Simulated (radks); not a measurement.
Question: Species: a nucleus of charge 59.8 with 58 electrons. Configuration: [Xe] 4f4. Method: scalar-relativistic Kohn-Sham, BLYP, spin-polarised, spherical densities, finite nucleus; open shells are filled with parallel spins first (spin-orbit coupling, left out, can overturn this in heavy ions); Fermi nuclear charge, rms radius 4.9123 fm; computed with a radial shooting solver on a logarithmic mesh with Libxc functionals. Some entries of the table are withheld. Estimate them.

| orbital | occ. | eigenvalue (hartree) | <r> (bohr) | <1/r> (bohr^-1) |
|---|---|---|---|---|
| 1s down | 1 | -1583.632 | 0.02372 | 65.77 |
| 1s up | 1 | -1583.632 | 0.02372 | 65.77 |
| 2s up | 1 | -256.1580 | 0.1014 | 15.19 |
| 2s down | 1 | -256.1576 | 0.1014 | 15.19 |
| 2p up | 3 | -229.1005 | 0.08913 | 14.33 |
| 2p down | 3 | -229.1003 | 0.08913 | 14.33 |
| 3s up | 1 | -55.77498 | 0.2676 | 5.534 |
| 3s down | 1 | -55.73811 | 0.2675 | 5.537 |
| 3p up | 3 | -47.23336 | 0.2657 | 5.231 |
| 3p down | 3 | -47.19671 | 0.2656 | 5.234 |
| 3d up | 5 | -35.34308 | 0.2429 | 4.964 |
| 3d down | 5 | -35.31462 | 0.2428 | 4.967 |
| 4s up | 1 | -11.39655 | 0.6107 | 2.314 |
| 4s down | 1 | -11.29295 | 0.6105 | 2.315 |
| 4p up | 3 | -8.60204 | 0.6469 | 2.131 |
| 4p down | 3 | -8.49794 | 0.6467 | 2.132 |
| 4d up | 5 | -4.62518 | 0.7121 | 1.860 |
| 4d down | 5 | -4.52105 | 0.7124 | 1.860 |
| 5s up | 1 | (1) | 1.477 | 0.8953 |
| 5s down | 1 | (2) | 1.492 | 0.8846 |
| 5p up | 3 | -1.20390 | 1.729 | 0.7550 |
| 5p down | 3 | -1.15331 | 1.755 | 0.7420 |
| 4f up | 4 | -0.45197 | (3) | (4) |
| 4f down | 0 | -0.36486 | (5) | (6) |

Answer: 
(1) 5s up eigenvalue (hartree): -1.87591
(2) 5s down eigenvalue (hartree): -1.81066
(3) 4f up <r> (bohr): 1.114
(4) 4f up <1/r> (bohr^-1): 1.234
(5) 4f down <r> (bohr): 1.199
(6) 4f down <1/r> (bohr^-1): 1.188
